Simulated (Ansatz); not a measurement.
BH₆NOSi₂. Charge 0, multiplicity 1. The bonds changed during the relaxation, so this is another structure than the one it started from. The structure was optimised at the PBE0-D4/def2-TZVP level. It is one conformer, not always the lowest.

```xyz
11

B    -1.331    0.366    0.675
Si   -0.081   -1.050    0.149
O     0.159   -2.655    0.181
N     1.081   -0.083   -0.568
Si    0.155    1.433   -0.229
H    -1.416    0.486    1.871
H    -2.379    0.305    0.084
H     0.950   -3.045   -0.202
H     1.968   -0.215   -1.027
H    -0.117    2.120   -1.523
H     1.012    2.338    0.589
```

What is the dipole moment at ωB97M-V/def2-TZVPP? (Estimate.)

Computed: 4.84 D, with components (3.71, -2.57, -1.72) D in this frame, pointing from negative to positive charge.

And with PBE, r2SCAN, B3LYP? (Best estimate.)

Ansatz gave: PBE 4.66 D, r2SCAN 4.77 D, B3LYP 4.71 D.

Give the Mulliken charges with ωB97M-V, r2SCAN, PBE in def2-TZVPP. (Estimate.)

Computed: 
```json
{"atom": "B1", "ωB97M-V": "-0.41", "r2SCAN": "-0.29", "PBE": "-0.26"}
{"atom": "Si2", "ωB97M-V": "0.54", "r2SCAN": "0.62", "PBE": "0.45"}
{"atom": "O3", "ωB97M-V": "-0.37", "r2SCAN": "-0.42", "PBE": "-0.35"}
{"atom": "N4", "ωB97M-V": "-0.32", "r2SCAN": "-0.38", "PBE": "-0.26"}
{"atom": "Si5", "ωB97M-V": "0.19", "r2SCAN": "0.30", "PBE": "0.19"}
{"atom": "H6", "ωB97M-V": "0.10", "r2SCAN": "0.02", "PBE": "0.04"}
{"atom": "H7", "ωB97M-V": "0.10", "r2SCAN": "0.02", "PBE": "0.04"}
{"atom": "H8", "ωB97M-V": "0.19", "r2SCAN": "0.21", "PBE": "0.19"}
{"atom": "H9", "ωB97M-V": "0.09", "r2SCAN": "0.12", "PBE": "0.12"}
{"atom": "H10", "ωB97M-V": "-0.05", "r2SCAN": "-0.10", "PBE": "-0.08"}
{"atom": "H11", "ωB97M-V": "-0.05", "r2SCAN": "-0.10", "PBE": "-0.08"}
```

B3LYP here is the variant with VWN-RPA as its local correlation; programs differ in this.
